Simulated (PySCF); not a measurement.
**V⁺: excitation energy**

V⁺ [Ar] 3d4 (5D) → V⁺ [Ar] 3d3 4p1 (high-spin determinant), as a difference of total energies. All numbers are calculated (PySCF 2.14, the spin-free X2C one-electron Hamiltonian (Gaussian nucleus), in x2c-TZVPPall with one added diffuse shell each of s, p, d, f type (7s6p5d3f1g, 80 functions)). Correlated levels: valence: [Ar] frozen; valence and next inner shell: [Ne] frozen. The calculations carry no spin-orbit coupling.

| method | excitation energy (eV) |
| --- | --- |
| UHF | 3.464 |
| LDA | 4.850 |
| PBE | 4.535 |
| PBE0 | 4.420 |
| TPSSh | 4.319 |
| MN15 | 4.818 |
| MP2 (valence) | 4.023 |
| SCS-MP2 (valence) | 3.650 |
| MP2 (valence and next inner shell) | 4.598 |
| SCS-MP2 (valence and next inner shell) | 4.174 |

Question: How much does correlation contribute at MP2 (valence and next inner shell)?

Answer: 4.598 − (3.464) = 1.134 eV, measured against UHF.

A first-order spin-orbit estimate (lowest level to lowest level, LS coupling) adds -0.029 eV.

The determinant of the upper state mixes LS terms, which raises its energy above the lowest term, most at the Hartree-Fock and MP2 levels.
